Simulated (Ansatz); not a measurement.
Geometry optimisation, RHF/def2-SVP in Ansatz.

Input file:

```yaml
crystal:
  periodic: [false, false, false]
  atoms:
    - { symbol: Ga, position_ang: [0.0, 0.0, 0.0] }
    - { symbol: C, position_ang: [0.0, 0.0, 2.33] }
    - { symbol: H, position_ang: [-0.9996, -0.3092, 2.7005] }
    - { symbol: H, position_ang: [0.7676, -0.7111, 2.7005] }
    - { symbol: H, position_ang: [0.232, 1.0203, 2.7005] }
    - { symbol: H, position_ang: [1.3596, 0.0, -0.785] }
    - { symbol: C, position_ang: [-1.7147, 0.0, -0.99] }
    - { symbol: H, position_ang: [-2.2748, -0.9305, -0.7608] }
    - { symbol: H, position_ang: [-2.3188, 0.8797, -0.6846] }
    - { symbol: H, position_ang: [-1.513, 0.0508, -2.0803] }
    - { symbol: H, position_ang: [-0.2395, -1.7584, 0.5897] }
    - { symbol: H, position_ang: [-0.1908, -1.4007, 1.5733] }
basis:
  gaussian: { orbitals: def2-SVP }
hamiltonian:
  xc: hf
relax:
  f_tol: 0.15
  max_steps: 25
  restrain:
    - { distance: [0, 10], at: 2.77, k: 30.0 }
    - { distance: [11, 1], at: 2.31, k: 30.0 }
    - { distance: [0, 1], at: 1.98, k: 30.0 }
    - { distance: [11, 10], at: 0.66, k: 30.0 }
output:
  orbitals: {}
```

Command:

```bash
$ ansatz run input.yaml --threads 2 --pin off --max-ram 3072MiB --backend cpu --events-out ev --progress --plain --runs-dir out
```

Problem. Where does it end, and by what steps?

Solution. The forces met the threshold. The restraints hold the end off the free minimum. After 6 steps the energy has fallen by 2.573 eV (the restraints' own energy left out); H11 moved furthest, 0.82 Å. Parted: Ga1–H11. Joined: H11–H12.

| step | energy less start (eV) | largest force component (eV/Å) | accepted |
| --- | --- | --- | --- |
| 0 | 0.0000 | 4.863 | yes |
| 1 | -1.3051 | 2.632 | yes |
| 2 | -1.5702 | 3.236 | yes |
| 3 | -1.9968 | 2.154 | yes |
| 4 | -2.4439 | 1.360 | yes |
| 5 | -2.5646 | 1.160 | yes |
| 6 | -2.5734 | 1.150 | yes |

```xyz
12
Properties=species:S:1:pos:R:3
Ga 0.007 0.134 0.147
C -0.020 0.156 2.132
H -0.966 -0.218 2.529
H 0.796 -0.439 2.548
H 0.110 1.172 2.514
H 1.394 0.137 -0.610
C -1.681 0.119 -0.911
H -2.245 -0.796 -0.702
H -2.327 0.958 -0.626
H -1.510 0.186 -1.987
H -0.240 -2.530 0.872
H -0.209 -2.038 1.386
```

The run took 9.2 s on 2 threads of Arm Neoverse V2 (shared host), peak memory 0.22 GiB.
